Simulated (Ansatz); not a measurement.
Gas-phase electronic energies from Ansatz, PBE0-D4/def2-TZVP geometries. CBS: MP2 limit from def2 TZ/QZ plus the TZ coupled-cluster correction, frozen cores. This one scheme is used for every species. DFT in def2-TZVPP. B3LYP here is the variant with VWN-RPA as its local correlation; programs differ in this. HSE06 is defined as in plane-wave codes. One conformer a species, not always the lowest.

`[SH][Al]([SH])[SH]` + H–F → `[F][Al]([SH])[SH]` + H₂S  (ligand exchange at the Al–S bond)

```json
{"level": "LDA (SPW92)", "ΔE (kJ/mol)": "-64.3", "difference from CCSD(T)/CBS": "3.5"}
{"level": "PBE-D4", "ΔE (kJ/mol)": "-62.0", "difference from CCSD(T)/CBS": "5.8"}
{"level": "revPBE-D4", "ΔE (kJ/mol)": "-59.5", "difference from CCSD(T)/CBS": "8.3"}
{"level": "BLYP-D4", "ΔE (kJ/mol)": "-75.6", "difference from CCSD(T)/CBS": "-7.8"}
{"level": "r2SCAN-D4", "ΔE (kJ/mol)": "-71.9", "difference from CCSD(T)/CBS": "-4.1"}
{"level": "B97M-V", "ΔE (kJ/mol)": "-77.5", "difference from CCSD(T)/CBS": "-9.7"}
{"level": "B3LYP-D4", "ΔE (kJ/mol)": "-74.2", "difference from CCSD(T)/CBS": "-6.4"}
{"level": "r2SCAN0-D4", "ΔE (kJ/mol)": "-68.7", "difference from CCSD(T)/CBS": "-0.9"}
{"level": "HSE06-D4", "ΔE (kJ/mol)": "-59.9", "difference from CCSD(T)/CBS": "7.9"}
{"level": "BHLYP-D4", "ΔE (kJ/mol)": "-74.8", "difference from CCSD(T)/CBS": "-7.0"}
{"level": "CAM-B3LYP-D4", "ΔE (kJ/mol)": "-80.9", "difference from CCSD(T)/CBS": "-13.1"}
{"level": "ωB97X-V", "ΔE (kJ/mol)": "-74.3", "difference from CCSD(T)/CBS": "-6.5"}
{"level": "ωB97M-V", "ΔE (kJ/mol)": "-72.9", "difference from CCSD(T)/CBS": "-5.1"}
{"level": "B2PLYP", "ΔE (kJ/mol)": "-78.2", "difference from CCSD(T)/CBS": "-10.4"}
{"level": "PBE-QIDH", "ΔE (kJ/mol)": "-64.6", "difference from CCSD(T)/CBS": "3.2"}
{"level": "revPBE", "ΔE (kJ/mol)": "-68.1", "difference from CCSD(T)/CBS": "-0.3"}
{"level": "BLYP", "ΔE (kJ/mol)": "-85.7", "difference from CCSD(T)/CBS": "-17.9"}
{"level": "PBE0", "ΔE (kJ/mol)": "-65.4", "difference from CCSD(T)/CBS": "2.4"}
{"level": "B3LYP", "ΔE (kJ/mol)": "-82.8", "difference from CCSD(T)/CBS": "-15.0"}
{"level": "r2SCANh", "ΔE (kJ/mol)": "-72.0", "difference from CCSD(T)/CBS": "-4.2"}
{"level": "r2SCAN0", "ΔE (kJ/mol)": "-70.5", "difference from CCSD(T)/CBS": "-2.7"}
{"level": "HSE06", "ΔE (kJ/mol)": "-64.6", "difference from CCSD(T)/CBS": "3.2"}
{"level": "BHLYP", "ΔE (kJ/mol)": "-83.5", "difference from CCSD(T)/CBS": "-15.7"}
{"level": "CAM-B3LYP", "ΔE (kJ/mol)": "-86.2", "difference from CCSD(T)/CBS": "-18.4"}
{"level": "LC-ωPBE", "ΔE (kJ/mol)": "-74.0", "difference from CCSD(T)/CBS": "-6.2"}
{"level": "RPA@PBE/def2-TZVPP", "ΔE (kJ/mol)": "-74.0", "difference from CCSD(T)/CBS": "-6.2"}
{"level": "HF/def2-SVP", "ΔE (kJ/mol)": "-87.9", "difference from CCSD(T)/CBS": "-20.1"}
{"level": "MP2/def2-SVP", "ΔE (kJ/mol)": "-82.0", "difference from CCSD(T)/CBS": "-14.2"}
{"level": "CCSD/def2-SVP", "ΔE (kJ/mol)": "-86.2", "difference from CCSD(T)/CBS": "-18.4"}
{"level": "CCSD(T)/def2-SVP", "ΔE (kJ/mol)": "-84.0", "difference from CCSD(T)/CBS": "-16.2"}
{"level": "HF/def2-TZVPP", "ΔE (kJ/mol)": "-85.4", "difference from CCSD(T)/CBS": "-17.6"}
{"level": "MP2/def2-TZVPP", "ΔE (kJ/mol)": "-66.1", "difference from CCSD(T)/CBS": "1.7"}
{"level": "CCSD/def2-TZVPP", "ΔE (kJ/mol)": "-74.1", "difference from CCSD(T)/CBS": "-6.3"}
{"level": "CCSD(T)/def2-TZVPP", "ΔE (kJ/mol)": "-70.4", "difference from CCSD(T)/CBS": "-2.6"}
{"level": "HF/def2-QZVPP", "ΔE (kJ/mol)": "-88.4", "difference from CCSD(T)/CBS": "-20.6"}
{"level": "MP2/def2-QZVPP", "ΔE (kJ/mol)": "-65.6", "difference from CCSD(T)/CBS": "2.2"}
{"level": "SCS-MP2/def2-QZVPP", "ΔE (kJ/mol)": "-72.7", "difference from CCSD(T)/CBS": "-4.9"}
{"level": "HF/CBS(def2)", "ΔE (kJ/mol)": "-88.8", "difference from CCSD(T)/CBS": "-21.0"}
{"level": "MP2/CBS(def2)", "ΔE (kJ/mol)": "-63.5", "difference from CCSD(T)/CBS": "4.3"}
{"level": "CCSD/CBS(def2)", "ΔE (kJ/mol)": "-71.5", "difference from CCSD(T)/CBS": "-3.7"}
{"level": "CCSD(T)/CBS", "ΔE (kJ/mol)": "-67.8", "difference from CCSD(T)/CBS": "0"}
```

Largest T1 diagnostic among the species: 0.012.

In def2-TZVPP, CCSD(T) changes the Hartree–Fock value by +15.1 kJ/mol (the triples alone add +3.7 kJ/mol) and MP2 by +19.4 kJ/mol. Leaving LDA and LC-ωPBE aside and taking each functional with its dispersion term where it has one, the values spread over 21.4 kJ/mol, from CAM-B3LYP-D4 to revPBE-D4. The D4 term adds +8.6 kJ/mol with B3LYP and +4.8 kJ/mol with PBE0; it sums over pairs of atoms, weighted by their polarisabilities, and B3LYP, whose exchange is more repulsive, gets the larger term.
